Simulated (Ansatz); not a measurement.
Basis-set extrapolation for Cl2H2S2Si, SMILES `S[Si](S)(Cl)Cl` (PBE0-D4/def2-TZVP geometry, frozen core, Ansatz 0.2.0). Multiplicity 1, RHF reference.

```tsv
	def2-TZVPP	def2-QZVPP
HF	-2004.395858	-2004.452506
MP2 correlation	-0.846895	-0.929146
CCSD(T) correlation	-0.954698	-1.036898
```

Energies in hartree. Use E(X) = E(∞) + A·exp(−7.88·√X) for Hartree–Fock and E(X) = E(∞) + B·X^(−2.97) for correlation, with X = 3 and 4.

Task: What is the CCSD(T) energy at the basis-set limit?

Result: HF limit: -2004.452506 + (-0.056648) × 0.13774 = -2004.46031. Correlation limit: -1.036898 + (-0.082200) × 0.74074 = -1.09779. Total: -2005.55810 hartree, 5.65 eV below CCSD(T)/def2-TZVPP.
